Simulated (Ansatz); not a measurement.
## F⁻ ··· BCl3

The pair of F⁻ (SMILES [F-], atom 1) and BCl3 (SMILES ClB(Cl)Cl, atoms 2–5), both closed shells, in one local arrangement (a lower one may exist), relaxed at PBE0-D4/def2-TZVPD:

```csv
atom,x (Å),y (Å),z (Å)
F1,-0.1398,0.0775,-1.4662
Cl2,-1.1353,1.2719,0.7062
B3,-0.0102,0.0057,-0.1074
Cl4,-0.4845,-1.7129,0.4864
Cl5,1.7698,0.3578,0.3810
```

Ansatz 0.2.0; basis: def2-TZVPPD, with def2-QZVPPD for the basis limit; cores frozen in the correlated methods. B3LYP uses VWN-RPA correlation. Extrapolation: Hartree–Fock as exp(−7.88 √X), correlation as X^−2.97. Interaction energies count from these two fragments, frozen as in the pair, with the counterpoise correction; negative means bound.

**Question.** What is the interaction energy by CCSD(T) at an estimated basis limit (MP2 extrapolated from triple and quadruple zeta, plus CCSD(T) − MP2 in triple zeta)? (Judge from chemistry; the value comes from the calculation.)

**Answer.** Computed: -137.43 kcal/mol. Hartree–Fock alone gives -145.28 kcal/mol at the basis limit. It counts from the two fragments frozen as in the pair.

The same quantity by other methods in triple zeta, and each one's difference from that estimate:
```csv
method,E_int (kcal/mol),difference
PBE-D4,-127.12,10.31
revPBE-D4,-124.16,13.27
BLYP-D4,-121.52,15.91
r2SCAN-D4,-136.70,0.72
B97M-V,-136.71,0.72
PBE0-D4,-137.75,-0.32
B3LYP-D4,-131.59,5.84
HSE06-D4,-137.71,-0.29
wB97X-V,-138.03,-0.60
wB97M-V,-137.04,0.39
B2PLYP,-131.62,5.81
HF,-144.64,-7.21
MP2,-133.90,3.52
CCSD,-135.78,1.65
CCSD(T),-133.04,4.38
```
Differences are method less estimate.

**Question.** Which atoms make the shortest contact between the fragments?

**Answer.** F1 and B3, 1.37 Å apart.

Energy to bend the free fragments (PBE0-D4 minima) into their shapes in the pair, CCSD(T)/def2-TZVPPD: BCl3 41.65 kcal/mol. This must be added to the interaction energy to get the binding energy from relaxed fragments.

Basis-set superposition shift (counterpoise-corrected less uncorrected): CCSD(T) 3.37; MP2 3.31; HF 0.20; PBE0-D4 0.29; wB97M-V 0.23 kcal/mol.

T1 diagnostic: at most 0.023.

For scale, one of the runs: CCSD(T)/def2-TZVPPD, 230 basis functions, launched by `ansatz run in.yaml --threads 4 --pin off --events-out ev --progress --plain --max-ram 9574MiB`. The run took 28 s on 4 CPU threads of an Intel Xeon Platinum 8259CL (shared host), with 2.5 GiB of host memory at its peak.
